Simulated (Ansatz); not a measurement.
`C[O][Sc]([Cl])[Cl]` and `[OH][Sc]([Cl])[Cl]` differ in one atom or group.

Ansatz, PBE0-D4/def2-TZVP geometries, multiplicity 1. Each molecule was computed in one conformer, which needn't be the lowest.

Scalar relativity is left out up to krypton.

```json
{"property": "LUMO energy (PBE/def2-TZVPP) / eV", "`C[O][Sc]([Cl])[Cl]`": "-3.44"}
{"property": "HOMO energy (PBE0/def2-TZVPP) / eV", "`C[O][Sc]([Cl])[Cl]`": "-8.57"}
{"property": "LUMO energy (PBE0/def2-TZVPP) / eV", "`C[O][Sc]([Cl])[Cl]`": "-2.51"}
{"property": "size of the dipole moment (PBE/def2-TZVPP) / D", "`C[O][Sc]([Cl])[Cl]`": "3.43"}
{"property": "LUMO energy (B3LYP/def2-TZVPP) / eV", "`C[O][Sc]([Cl])[Cl]`": "-2.89"}
{"property": "HOMO energy (ωB97M-V/def2-TZVPP) / eV", "`C[O][Sc]([Cl])[Cl]`": "-10.85"}
```

(1) Give the same properties after the change, and the shifts. (Best estimate.)

## Answers

(1) The calculation gave: 
```json
{"property": "LUMO energy (PBE/def2-TZVPP) / eV", "`[OH][Sc]([Cl])[Cl]`": "-3.57", "shift": "-0.13"}
{"property": "HOMO energy (PBE0/def2-TZVPP) / eV", "`[OH][Sc]([Cl])[Cl]`": "-8.85", "shift": "-0.28"}
{"property": "LUMO energy (PBE0/def2-TZVPP) / eV", "`[OH][Sc]([Cl])[Cl]`": "-2.62", "shift": "-0.11"}
{"property": "size of the dipole moment (PBE/def2-TZVPP) / D", "`[OH][Sc]([Cl])[Cl]`": "3.01", "shift": "-0.42"}
{"property": "LUMO energy (B3LYP/def2-TZVPP) / eV", "`[OH][Sc]([Cl])[Cl]`": "-3.01", "shift": "-0.12"}
{"property": "HOMO energy (ωB97M-V/def2-TZVPP) / eV", "`[OH][Sc]([Cl])[Cl]`": "-11.10", "shift": "-0.25"}
```

With PBE0 the HOMO falls by 0.28 eV and the LUMO falls by 0.11 eV, so the gap widens by about 0.17 eV. PBE moves the HOMO by -0.32 eV and ωB97M-V by -0.25 eV. Dipoles are sizes alone; their direction can turn.

B3LYP here is the variant with VWN-RPA as its local correlation; programs differ in this.
